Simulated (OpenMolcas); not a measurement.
## V3+: ligand-field states by method

V3+ with 6 ligands (ammonia) in trigonal antiprismatic coordination (S6) at 1.92 Å, a polar angle of 59.1° against the regular 54.74°. Ligand basis ANO-RCC-VDZP.
```
V     0.0000    0.0000    0.0000
N     0.0000    1.6477    0.9856
H    -0.9457    1.9756    1.1817
H     0.4729    1.5552    1.8846
H     0.4729    2.3961    0.4788
N    -1.4270   -0.8239    0.9856
H    -1.2381   -1.8068    1.1817
H    -2.3115   -0.7885    0.4788
H    -1.5833   -0.3681    1.8846
N     1.4270   -0.8239    0.9856
H     2.1838   -0.1688    1.1817
H     1.1104   -1.1871    1.8846
H     1.8386   -1.6075    0.4788
N     0.0000   -1.6477   -0.9856
H     0.9457   -1.9756   -1.1817
H    -0.4729   -1.5552   -1.8846
H    -0.4729   -2.3961   -0.4788
N     1.4270    0.8239   -0.9856
H     1.2381    1.8068   -1.1817
H     2.3115    0.7885   -0.4788
H     1.5833    0.3681   -1.8846
N    -1.4270    0.8239   -0.9856
H    -2.1838    0.1688   -1.1817
H    -1.1104    1.1871   -1.8846
H    -1.8386    1.6075   -0.4788
```

```json
{
  "Program": "OpenMolcas 26.06",
  "Basis": "ANO-RCC-VDZP [5s4p2d1f]",
  "Scalar Hamiltonian": "DKH2, point nucleus",
  "Active space": "2 electrons in 5 orbitals (3d)",
  "State averaging": "2S+1 = 3 even, 10 roots; 2S+1 = 1 even, 15 roots",
  "Spin-orbit coupling": "state interaction with AMFI integrals over the reference wave functions"
}
```

I. CASSCF
II. SS-CASPT2, IPEA 0.25 Eh, imaginary shift 0.1 Eh (closed shells correlated: 3s 3p and the ligand valence shells)

Spin-free states in cm-1, each column counted from its own energy of the first state listed:

| State | Degeneracy | I | II |
| --- | --- | --- | --- |
| 2S+1 = 3 | 1 | 0 | 0 |
| 2S+1 = 3 | 2 | 926 | 780 |
| 2S+1 = 1 | 2 | 13304 | 9580 |
| 2S+1 = 1 | 2 | 13550 | 9810 |
| 2S+1 = 1 | 1 | 13562 | 10150 |
| 2S+1 = 1 | 1 | 29416 | 22230 |
| 2S+1 = 3 | 2 | 30280 | 32750 |
| 2S+1 = 3 | 1 | 30615 | 32540 |
| 2S+1 = 3 | 2 | 41388 | 40830 |
| 2S+1 = 3 | 1 | 42730 | 41740 |
| 2S+1 = 1 | 1 | 43985 | 42640 |
| 2S+1 = 1 | 2 | 44087 | 43520 |
| 2S+1 = 1 | 2 | 47381 | 45960 |
| 2S+1 = 1 | 1 | 47649 | 46130 |
| 2S+1 = 3 | 1 | 62540 | 68790 |
| 2S+1 = 1 | 2 | 76563 | 79540 |
| 2S+1 = 1 | 1 | 92425 | 91290 |

From I to II, I's first state of the same spin (2S+1 = 3) moves from 926 to 780 cm-1, by about -150 cm-1.

From I to II, I's first state of another spin (2S+1 = 1) moves from 13304 to 9580 cm-1, by about -3700 cm-1.

χT at 300 K: I 0.96, II 0.95 cm3 K/mol.

Roots that are degenerate in the reference are averaged as groups; the widest CASPT2 spread within a group is 120 cm-1 (the 2-fold group of multiplicity 3 near 32700 cm-1 above the lowest state of its run, II). Shifts and gaps below about the spread of the groups concerned are not significant. Over all roots computed the reference weight is 0.69 to 0.71 in II; a low but even weight reflects the number of correlated electrons. The least metal-like active orbital is 81 % on the metal (Löwdin) and no ligand orbital is active, so the numbers are rough. Ligand-to-metal charge-transfer states are missing. With no ligand orbital active B as a rule stays too high, so bands that hang on it stand too high and its fall with covalency is understated. Without dynamic correlation the repulsion within the d shell is too large (B by tens of per cent), so at a given field states of lower spin stand too high (holds for I). With metal d orbitals alone the field can be off either way by tens of per cent (holds for I). With one d shell and no ligand orbital active, 10Dq can be off by a tenth or more (holds for II). The distance lies 7 % under the 2.06 Å that this model takes as the normal distance (a Shannon-type radius plus a fixed donor radius); by an R⁻⁵ law this alone changes a d-shell field by about +42 %. No measured value stands beside these numbers; the geometry is a model, was not optimised and need not be the one that this ion takes.

A state without a sure symmetry label is named by its multiplicity alone.
